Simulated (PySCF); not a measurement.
# Radial density of Os⁴⁷⁺ (osmium, charge +47)

UHF, [Ar] 3d10 4s1, 2S determinant. Calculation: PySCF 2.14, in an even-tempered Gaussian basis (18 s from 5.6 bohr⁻², ratio 2.5; 13 p from 7.3 bohr⁻², ratio 2.5; 8 d from 13 bohr⁻², ratio 2.5; 4 f from 33 bohr⁻², ratio 2.7; 4 g from 50 bohr⁻², ratio 2.7); the spin-free X2C one-electron Hamiltonian (Gaussian nucleus).

```tsv
r (bohr)	4πr²ρ (e/bohr)	4πr²(ρα − ρβ)
0.0144	102.7	0.1467
0.0242	90.33	0.0305
0.0407	123.0	0.6573
0.0684	127.0	0.2751
0.115	102.7	0.8678
0.194	98.87	0.3801
0.326	16.27	3.2276
0.548	1.287	1.2318
0.921	0.006881	0.0069
```

Densities and radii are taken from the X2C orbitals without a picture-change correction, which distorts them close to the nucleus.

Spin-orbit coupling, which splits the p, d and f shells strongly at this Z, is absent.
